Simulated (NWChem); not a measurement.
SiH₃F; SMILES F[SiH3]

```xyz
5

Si     0.0000     0.0000    -0.4569
F      0.0000     0.0000     1.1819
H      1.0052     1.0052    -0.9391
H      0.3679    -1.3731    -0.9391
H     -1.3731     0.3679    -0.9391
```
Atoms are numbered in this order, from 1.

Program: NWChem. Pople sets run with spherical d functions. All runs use the structure optimised with PBE-D3(BJ)/def2-SVP. GIAO values for the isolated, static molecule; σ is the absolute isotropic shielding.

### Question
Order these runs by computing time, cheapest first, and give rough ratios: Hartree-Fock/IGLO-III; Hartree-Fock/IGLO-II; Hartree-Fock/6-31G*.

### Answer
Hartree-Fock/6-31G* (1), Hartree-Fock/IGLO-II (4), Hartree-Fock/IGLO-III (10). Ratios are rough, from one shared machine; the cheapest took very roughly 6 core-seconds. What differs between the cheapest and the dearest: σ Si1 (ppm) 459.8 → 420.1; σ F2 (ppm) 427.8 → 421.3; σ H3 (ppm) 27.18 → 26.75.
